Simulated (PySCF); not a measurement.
A geometry optimisation on `FC(Br)Br`.

Computed with PBE0-D3(BJ)/def2-TZVP geometry optimisation, gas phase (PySCF 2.14.0). Start geometry: GFN2-xTB. The input is one job of a driver script: a line of settings, then coordinates in Å.

Command:
```bash
OMP_NUM_THREADS=1 python probes_run.py task.json out
```

Input:
```
{"job": {"xc": "PBE0", "basis": "def2-TZVP", "d3": "d3bj", "grid": 2, "shake": 0.01, "kind": "geom"}, "charge": 0, "multiplicity": 1}
F     -0.015880     1.125710    -0.803130
C     -0.011720     0.144860     0.066530
Br     1.628760    -0.854010    -0.164930
Br    -1.523970    -0.992070    -0.212850
H     -0.043620     0.541530     1.076490
```

Output:
```
step   0  E = -5286.17524064  max force = 0.018944
step   1  E = -5286.17620256  max force = 0.003981
step   2  E = -5286.17627549  max force = 0.001303
step   3  E = -5286.17628468  max force = 0.000505
step   4  E = -5286.17628587  max force = 0.000166
optimisation converged
```

Energies in Eh; «max force» is the largest Cartesian gradient component in Eh/bohr.

Give the first gradient maximum in eV/Å.

With 1 Eh/bohr = 51.422 eV/Å, 0.974 eV/Å.

In short: final energy -5286.17629 Eh after 4 steps; dipole 1.15 D.

Where do the atoms end?

0.027 Å rms from the input after alignment:
```
atom  x, y, z in Å
F1    -0.0985    1.1225   -0.9663
C2    -0.0980    0.1199   -0.0802
Br3    1.5461   -0.8744   -0.2269
Br4   -1.6462   -0.9934   -0.3590
H5    -0.1549    0.5144    0.9304
```

How long does this job take on an Arm Neoverse N1 with one thread, no GPU, on a shared host? And the peak memory of the process?

About 88 s, with 0.62 GiB resident at the peak, the Python interpreter and its libraries included.
Labels such as C1 count atoms from 1, the log's own numbers from 0.
